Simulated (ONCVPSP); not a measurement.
**Co, ONCV: configuration errors across variants**

- Element: cobalt (Co)
- Generator: ONCVPSP 4.0.1
- Type: optimised norm-conserving Vanderbilt (ONCV)
- Functional: PBEsol
- Relativity: scalar-relativistic
- Frozen core: [Ar]
- Valence charge: 9
- Reference configuration: 3d7 4s1.5 4p0.5
- Partial waves: 4s: rc 1.70 bohr, ncon 3, nbas 6, qcut 3.6 1/bohr, 2 projectors, debl 0.9 Ha; 4p: rc 2.95 bohr, ncon 3, nbas 7, qcut 2.6 1/bohr, 2 projectors, debl 3.7 Ha; 3d: rc 0.95 bohr, ncon 4, nbas 9, qcut 16.4 1/bohr, local; f scattering state at 0.09 Ha: rc 2.75 bohr, ncon 3, nbas 8, qcut 3.5 1/bohr, 1 projector
- Local potential: the d channel
- Core correction: polynomial model core, fcfact 0.35

All-electron excitation energies from the reference (eV): (1) 3d7 4s2 4p0 -2.156; (2) 3d7 4s1 4p0 6.889; (3) 3d7 4s0 4p0 23.587.

1 further variants failed, have other tests or too few solved ones, and are left out.

A true bound ghost makes a file unfit for plane-wave use even where its test errors are small: the radial tests pick states by their node count and pass the ghost by.

Errors AE − PS in meV (a dash: test not solved or not reliable):

| change | (1) | (2) | (3) | bound ghosts | GHOST(+) flags above zero |
| --- | --- | --- | --- | --- | --- |
| base | +0.8 | -7.4 | -54 | s, p | s, f |
| s: rc 1.5 | +1.2 | -6.5 | -43 | s, p | s, f |
| s: rc 1.66 | +0.8 | -7.3 | -53 | s, p | s, f |
| s: rc 2.02 | +0.3 | -6.9 | -53 | s, p | s, f |
| s: rc 2.16 | +0.2 | -6.8 | -53 | s, p | s, f |

(1) Give the same row for: s: rc 2.5.

## Answers

(1) 0.0, -6.9, -57; bound ghosts: s, p; GHOST(+) flags above zero: s, f.
